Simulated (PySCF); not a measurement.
## Relaxation of singlet PtH₆

Method: PBE0/[Pt def2-TZVP with ECP60, H def2-TZVP], scalar-relativistic core potentials, density fitting, no spin–orbit coupling, PySCF. A (50,194) grid was used.

A start at or just off a symmetric point, pushed along the force that breaks its symmetry, of C2v symmetry, free to break it:

```xyz
7
charge 0 multiplicity 1, angstrom
Pt   -0.0020    0.0000    0.0000
H     1.1670    0.0000    1.0838
H    -0.4865    1.0624    1.1275
H    -0.4865   -1.0624    1.1275
H     1.1670    0.0000   -1.0838
H    -0.4865    1.0624   -1.1275
H    -0.4865   -1.0624   -1.1275
```

Task: What does it relax to?

Result: It ends at D2h with Pt–H 1.624 Å (×2), Pt–H 1.647 Å (×4); H–Pt–H 44.5° (×4), H–Pt–H 89.0° (×2), H–Pt–H 91.0° (×2), H–Pt–H 135.5° (×4), H–Pt–H 180.0° (×3) (after a last refinement on a finer grid). A frequency run shows 2 imaginary modes, down to 1127i cm⁻¹, so it is a higher-order saddle point. Other isomers or separated fragments may lie lower.

Task: How much energy is released, and in how many steps?

Result: 246.3 kJ/mol in 18 steps.

Stability towards spin polarisation was not tested. With an element this heavy the missing spin–orbit coupling can shift these numbers.

The relaxation took 22 s on 2 threads of a shared Arm Neoverse V2 host, with 76 basis functions and 19 gradients; the process peaked at 0.75 GiB. Launch command: `OMP_NUM_THREADS=2 python axn.py task.json out`.
